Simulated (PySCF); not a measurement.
How the method moves the HOMO and LUMO of `ClC[SiH2]Cl`

CH₄Cl₂Si.
Z-matrix (Å and degrees, PBE0-D3(BJ)/def2-SVP geometry), rows numbered from 1:
```
Cl
C   1  1.7911
Si  2  1.8828  1  106.87
Cl  3  2.0745  2  108.34  1  -179.73
H   2  1.0993  1  108.55  3   121.23
H   2  1.0994  1  108.54  3  -121.15
H   3  1.4862  2  109.75  1    61.49
H   3  1.4860  2  109.73  1   -61.06
```

Basis pcSseg-2 throughout (PySCF), one geometry. Isolated species at its PBE0-D3(BJ)/def2-SVP geometry (one conformer only).

Question: How do the orbital energies, the gap and the dipole change with the method?

Answer: 
| method | kind | HOMO (eV) | LUMO (eV) | gap (eV) | μ (D) | SCF cycles |
| --- | --- | --- | --- | --- | --- | --- |
| BLYP | GGA | -6.98 | -1.18 | 5.80 | 0.48 | 14 |
| PBE | GGA | -7.12 | -1.31 | 5.80 | 0.50 | 14 |
| B97-D | GGA | -7.12 | -1.19 | 5.93 | 0.48 | 13 |
| OPBE | GGA | -7.12 | -1.19 | 5.93 | 0.51 | 14 |
| KT2 | GGA | -7.22 | -1.43 | 5.78 | 0.47 | 14 |
| BP86 | GGA | -7.22 | -1.38 | 5.84 | 0.50 | 14 |
| KT3 | GGA | -7.24 | -1.36 | 5.88 | 0.47 | 14 |
| LDA | LDA | -7.24 | -1.56 | 5.68 | 0.49 | 13 |
| B3LYP | global hybrid | -8.21 | -0.57 | 7.64 | 0.45 | 12 |
| PBE0 | global hybrid | -8.45 | -0.33 | 8.11 | 0.46 | 12 |
| mPW1PW91 | global hybrid | -8.47 | -0.33 | 8.15 | 0.46 | 12 |
| HF | Hartree–Fock | -11.60 | 2.49 | 14.09 | 0.42 | 10 |

The HOMO spans 4.62 eV, from BLYP down to HF, and the gap runs from 5.68 eV (LDA) to 14.09 eV (HF). Over the methods BLYP (0 %), PBE (0 %), B97-D (0 %), OPBE (0 %), KT2 (0 %), BP86 (0 %), KT3 (0 %), LDA (0 %), B3LYP (20 %), PBE0 (25 %), mPW1PW91 (25 %), HF (100 %), a straight line through the gap against the share of exact exchange rises by 0.83 eV for each 10 % (correlation coefficient 0.999). The dipole ranges from 0.42 D (HF) to 0.51 D (OPBE). This basis has no diffuse functions.

The vertical ΔSCF ionisation energy at wB97X-D/def2-SVPD is 10.81 eV; −ε(HOMO) comes closest to it with HF (11.60 eV).
